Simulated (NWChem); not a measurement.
System: C$_{4}$H$_{4}$F$_{2}$; SMILES FC(=C)C(F)=C

Parts of the log:

```
             Northwest Computational Chemistry Package (NWChem) 7.3.0
             --------------------------------------------------------

 C2H symmetry detected

                             Geometry "geometry" -> ""
                             -------------------------

 Output coordinates in angstroms (scale by  1.889725989 to convert to a.u.)

  No.       Tag          Charge          X              Y              Z
 ---- ---------------- ---------- -------------- -------------- --------------
    1 C                    6.0000     1.36779670    -1.26351074     0.00000000
    2 C                    6.0000     0.15367393    -0.71502416     0.00000000
    3 F                    9.0000    -0.95658946    -1.48598601     0.00000000
    4 C                    6.0000    -0.15367393     0.71502416     0.00000000
    5 C                    6.0000    -1.36779670     1.26351074     0.00000000
    6 F                    9.0000     0.95658946     1.48598601     0.00000000
    7 H                    1.0000     1.48911595    -2.34017308     0.00000000
    8 H                    1.0000     2.24773284    -0.63411928     0.00000000
    9 H                    1.0000    -2.24773284     0.63411928     0.00000000
   10 H                    1.0000    -1.48911595     2.34017308     0.00000000

 Effective nuclear repulsion energy (a.u.)     224.5396167952

      Symmetry information
      --------------------

 Group name             C2h
 Group number             21
 Group order               4
 No. of unique centers     5

                                 NWChem DFT Module
                                 -----------------

 Summary of "ao basis" -> "ao basis" (spherical)
 ------------------------------------------------------------------------------
       Tag                 Description            Shells   Functions and Types
 ---------------- ------------------------------  ------  ---------------------
 C                          def2-svp                 6       14   3s2p1d
 F                          def2-svp                 6       14   3s2p1d
 H                          def2-svp                 3        5   2s1p

      Symmetry analysis of basis
      --------------------------

        ag         38
        au         14
        bg         14
        bu         38

            General Information
            -------------------
          SCF calculation type: DFT
          Wavefunction type:  closed shell.
          No. of atoms     :    10
          No. of electrons :    46
           Alpha electrons :    23
            Beta electrons :    23
          Charge           :     0
          Spin multiplicity:     1
          Use of symmetry is: on ; symmetry adaption is: on
          Maximum number of iterations: 150
          AO basis - number of functions:   104
                     number of shells:    48
          Convergence on energy requested:  1.00D-06
          Convergence on density requested:  1.00D-05
          Convergence on gradient requested:  5.00D-04

              XC Information
              --------------
                        M06-L Method XC Functional
                         M06-L Exchange Functional  1.000
                       M06-L Correlation Potential  1.000

             Grid Information
             ----------------
          Grid used for XC integration:  medium
          Radial quadrature: Mura-Knowles
          Angular quadrature: Lebedev.
          Tag              B.-S. Rad. Rad. Pts. Rad. Cut. Ang. Pts.
          ---              ---------- --------- --------- ---------
          C                   0.70       49          12.0       434
          F                   0.50       49          10.0       434
          H                   0.35       45          13.0       434
          Grid pruning is: on
          Number of quadrature shells:   237
          Spatial weights used:  Erf1

      Superposition of Atomic Density Guess
      -------------------------------------

 Sum of atomic energies:        -351.08138089

      Non-variational initial energy
      ------------------------------

 Total energy =    -353.932057
 1-e energy   =    -927.816064
 2-e energy   =     349.344391
 HOMO         =      -0.269113
 LUMO         =      -0.023336

      Symmetry analysis of molecular orbitals - initial
      -------------------------------------------------

  Numbering of irreducible representations:

     1 ag          2 au          3 bg          4 bu

  Orbital symmetries:

     1 ag          2 bu          3 ag          4 bu          5 ag
     6 bu          7 ag          8 bu          9 ag         10 bu
    11 ag         12 bu         13 ag         14 au         15 bu
    16 bg         17 ag         18 bu         19 bu         20 ag
    21 ag         22 au         23 bg         24 au         25 bu
    26 ag         27 bg         28 bu         29 ag         30 bu
    31 ag         32 bu         33 ag

     ---------------------------------------------
      Total Density - Mulliken Population Analysis
     ---------------------------------------------

    Atom       Charge   Shell Charges
 -----------   ------   -------------------------------------------------------
    1 C    6     6.35   1.99  0.97  0.27  2.08  1.02  0.02
    2 C    6     5.49   1.99  0.93  0.20  1.63  0.67  0.07
    3 F    9     9.38   1.99  1.14  0.77  3.42  2.05  0.00
    4 C    6     5.49   1.99  0.93  0.20  1.63  0.67  0.07
    5 C    6     6.35   1.99  0.97  0.27  2.08  1.02  0.02
    6 F    9     9.38   1.99  1.14  0.77  3.42  2.05  0.00
    7 H    1     0.89   0.66  0.20  0.03
    8 H    1     0.88   0.66  0.20  0.03
    9 H    1     0.88   0.66  0.20  0.03
   10 H    1     0.89   0.66  0.20  0.03

   convergence    iter        energy       DeltaE   RMS-Dens  Diis-err
 ---------------- ----- ----------------- --------- --------- ---------
 d= 0,ls=0.0,diis     1   -354.0452050738 -5.79D+02  1.44D-02  8.94D-01
 d= 0,ls=0.0,diis     2   -353.8856030729  1.60D-01  9.74D-03  2.52D+00
 d= 0,ls=0.0,diis     3   -354.1454978039 -2.60D-01  3.12D-03  5.50D-02
 d= 0,ls=0.0,diis     4   -354.1499818173 -4.48D-03  1.20D-03  2.50D-02
 d= 0,ls=0.0,diis     5   -354.1509665460 -9.85D-04  7.51D-04  1.21D-03
  Resetting Diis
 d= 0,ls=0.0,diis     6   -354.1511433748 -1.77D-04  3.10D-04  9.99D-05
 d= 0,ls=0.0,diis     7   -354.1511617112 -1.83D-05  9.88D-05  1.79D-05
 d= 0,ls=0.0,diis     8   -354.1511607325  9.79D-07  4.74D-05  2.80D-05
 d= 0,ls=0.0,diis     9   -354.1511640501 -3.32D-06  1.16D-05  2.69D-06
 d= 0,ls=0.0,diis    10   -354.1511643989 -3.49D-07  2.22D-06  1.04D-07

         Total DFT energy =     -354.151164398852
      One electron energy =     -931.088605761485
           Coulomb energy =      396.403132792344
    Exchange-Corr. energy =      -44.005308224912
 Nuclear repulsion energy =      224.539616795201

 Numeric. integr. density =       45.999982730642

                  Occupations of the irreducible representations
                  ----------------------------------------------

                     irrep           alpha         beta
                     --------     --------     --------
                     ag               10.0         10.0
                     au                2.0          2.0
                     bg                2.0          2.0
                     bu                9.0          9.0

                       DFT Final Molecular Orbital Analysis
                       ------------------------------------

 Vector   21  Occ=2.000000D+00  E=-3.366276D-01  Symmetry=ag
              MO Center=  1.1D-15, -1.8D-15, -1.4D-16, r^2= 3.2D+00
   Bfn.  Coefficient  Atom+Function         Bfn.  Coefficient  Atom+Function
  ----- ------------  ---------------      ----- ------------  ---------------
    33      0.344991   3 F  py               75     -0.344991   6 F  py
    36     -0.245289   3 F  py               78      0.245289   6 F  py
    19      0.225510   2 C  py               47     -0.225510   4 C  py
    32     -0.190431   3 F  px               74      0.190431   6 F  px
     4      0.171919   1 C  px               60     -0.171919   5 C  px

 Vector   22  Occ=2.000000D+00  E=-2.811214D-01  Symmetry=au
              MO Center= -3.0D-14,  5.5D-14, -1.4D-16, r^2= 3.0D+00
   Bfn.  Coefficient  Atom+Function         Bfn.  Coefficient  Atom+Function
  ----- ------------  ---------------      ----- ------------  ---------------
    34      0.293490   3 F  pz               76      0.293490   6 F  pz
    20      0.280732   2 C  pz               48      0.280732   4 C  pz
     6      0.231258   1 C  pz               62      0.231258   5 C  pz
    37     -0.225201   3 F  pz               79     -0.225201   6 F  pz
     9      0.142293   1 C  pz               65      0.142293   5 C  pz

 Vector   23  Occ=2.000000D+00  E=-2.314485D-01  Symmetry=bg
              MO Center=  3.9D-14, -5.9D-14, -1.0D-15, r^2= 3.8D+00
   Bfn.  Coefficient  Atom+Function         Bfn.  Coefficient  Atom+Function
  ----- ------------  ---------------      ----- ------------  ---------------
     6      0.350704   1 C  pz               62     -0.350704   5 C  pz
     9      0.270703   1 C  pz               65     -0.270703   5 C  pz
    20      0.230509   2 C  pz               48     -0.230509   4 C  pz
    34      0.138748   3 F  pz               76     -0.138748   6 F  pz
    23      0.119703   2 C  pz               51     -0.119703   4 C  pz

 Vector   24  Occ=0.000000D+00  E=-7.143258D-02  Symmetry=au
              MO Center= -7.5D-15,  5.5D-15,  6.4D-17, r^2= 3.9D+00
   Bfn.  Coefficient  Atom+Function         Bfn.  Coefficient  Atom+Function
  ----- ------------  ---------------      ----- ------------  ---------------
     9      0.425044   1 C  pz               65      0.425044   5 C  pz
     6      0.355786   1 C  pz               62      0.355786   5 C  pz
    20     -0.295554   2 C  pz               48     -0.295554   4 C  pz
    23     -0.285441   2 C  pz               51     -0.285441   4 C  pz
    34     -0.107048   3 F  pz               76     -0.107048   6 F  pz

 Vector   25  Occ=0.000000D+00  E= 5.498736D-02  Symmetry=bg
              MO Center= -7.2D-17,  1.3D-15,  1.7D-14, r^2= 3.0D+00
   Bfn.  Coefficient  Atom+Function         Bfn.  Coefficient  Atom+Function
  ----- ------------  ---------------      ----- ------------  ---------------
    23      0.607735   2 C  pz               51     -0.607735   4 C  pz
    20      0.479788   2 C  pz               48     -0.479788   4 C  pz
     9     -0.427824   1 C  pz               65      0.427824   5 C  pz
     6     -0.224406   1 C  pz               62      0.224406   5 C  pz
    37     -0.156787   3 F  pz               79      0.156787   6 F  pz

 Vector   26  Occ=0.000000D+00  E= 5.698930D-02  Symmetry=bu
              MO Center= -1.6D-14,  3.2D-14, -1.5D-14, r^2= 5.1D+00
   Bfn.  Coefficient  Atom+Function         Bfn.  Coefficient  Atom+Function
  ----- ------------  ---------------      ----- ------------  ---------------
    86      0.695347   7 H  s               101     -0.695347  10 H  s
     3     -0.463492   1 C  s                59      0.463492   5 C  s
    21      0.331822   2 C  px               49      0.331822   4 C  px
    31      0.313692   3 F  s                73     -0.313692   6 F  s
    91     -0.296631   8 H  s                96      0.296631   9 H  s

     ---------------------------------------------
      Total Density - Mulliken Population Analysis
     ---------------------------------------------

    Atom       Charge   Shell Charges
 -----------   ------   -------------------------------------------------------
    1 C    6     6.15   1.99  0.90  0.30  2.07  0.86  0.02
    2 C    6     5.78   1.99  0.94  0.19  2.00  0.58  0.08
    3 F    9     9.25   1.99  1.16  0.77  3.32  2.00  0.01
    4 C    6     5.78   1.99  0.94  0.19  2.00  0.58  0.08
    5 C    6     6.15   1.99  0.90  0.30  2.07  0.86  0.02
    6 F    9     9.25   1.99  1.16  0.77  3.32  2.00  0.01
    7 H    1     0.91   0.75  0.13  0.03
    8 H    1     0.91   0.75  0.14  0.03
    9 H    1     0.91   0.75  0.14  0.03
   10 H    1     0.91   0.75  0.13  0.03

     -------------------------------------------
      Total Density - Lowdin Population Analysis
     -------------------------------------------

    Atom       Charge   Shell Charges
 -----------   ------   -------------------------------------------------------
    1 C    6     6.08   1.97  0.60  0.32  1.88  1.24  0.06
    2 C    6     5.92   1.97  0.63  0.28  1.83  1.03  0.19
    3 F    9     9.09   1.98  1.04  0.73  3.19  2.14  0.01
    4 C    6     5.92   1.97  0.63  0.28  1.83  1.03  0.19
    5 C    6     6.08   1.97  0.60  0.32  1.88  1.24  0.06
    6 F    9     9.09   1.98  1.04  0.73  3.19  2.14  0.01
    7 H    1     0.96   0.63  0.25  0.07
    8 H    1     0.96   0.63  0.25  0.08
    9 H    1     0.96   0.63  0.25  0.08
   10 H    1     0.96   0.63  0.25  0.07

     Multipole analysis of the density
     ---------------------------------

     L   x y z        total         alpha         beta         nuclear
     -   - - -        -----         -----         ----         -------
     0   0 0 0     -0.000000    -23.000000    -23.000000     46.000000

     1   1 0 0     -0.000000     -0.000000     -0.000000      0.000000
     1   0 1 0      0.000000      0.000000      0.000000     -0.000000
     1   0 0 1     -0.000000     -0.000000     -0.000000      0.000000

     2   2 0 0    -23.251171   -107.588086   -107.588086    191.925001
     2   1 1 0     -2.881740      9.791738      9.791738    -22.465217
     2   1 0 1     -0.000000     -0.000000     -0.000000      0.000000
     2   0 2 0    -24.584285   -149.414658   -149.414658    274.245031
     2   0 1 1     -0.000000     -0.000000     -0.000000      0.000000
     2   0 0 2    -26.034961    -13.017480    -13.017480      0.000000
```

Level: M06-L/def2-SVP. Coordinates come from a B3LYP/6-31G* (spherical d) optimisation.

Problem. Reconstruct the input file.

Solution. Several could match; the one computed here: the input that was run:
```
start job
memory heap 200 mb stack 900 mb global 1100 mb
geometry units angstroms noautoz
  C      1.372081    -1.258857     0.000000
  C      0.156102    -0.714498     0.000000
  F     -0.951536    -1.489227     0.000000
  C     -0.156102     0.714498     0.000000
  C     -1.372081     1.258857     0.000000
  F      0.951536     1.489227     0.000000
  H      1.497057    -2.335101     0.000000
  H      2.249874    -0.626480     0.000000
  H     -2.249874     0.626480     0.000000
  H     -1.497057     2.335101     0.000000
end
basis spherical
  C library def2-svp
  F library def2-svp
  H library def2-svp
end
dft
  xc m06-l
  iterations 150
  mulliken
end
task dft energy
```
